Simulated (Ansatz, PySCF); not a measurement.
CH8N2Si3, SMILES C1=N[SiH2][SiH2]N[SiH2]1.

Geometry: PBE0-D3(BJ)/def2-SVP. The structure was generated by enumeration, and PubChem lists no compound with its InChIKey, so it may never have been made.

Vertical ionisation energy (IE) and electron affinity (EA) in eV. Rows of orbital energies are one-electron estimates. Where ΔSCF, EOM or ADC give a negative EA the extra electron is unbound and the value depends on the basis.

| level | IE | EA |
|---|---|---|
| −ε(HOMO), −ε(LUMO), r2SCAN/def2-TZVP (PySCF) | 5.41 | 2.27 |
| −ε(HOMO), −ε(LUMO), PBE/def2-TZVP (PySCF) | 5.20 | 2.43 |
| ΔSCF, ωB97X-V/def2-SVPD (Ansatz), final states of multiplicity 2 and 2 | 8.37 | -0.49 |
| ΔSCF, PBE/def2-SVPD (Ansatz), final states of multiplicity 2 and 2 | 7.93 | -0.17 |

### Question
What vertical singlet–triplet gap does ΔSCF give with ωB97X-V/def2-SVPD (Ansatz, a program for electronic structure) and with PBE/def2-SVPD (Ansatz)? (Estimate from the structure and the level; the computed values follow.)

### Answer
2.74 and 2.55 eV (triplet above singlet where positive).
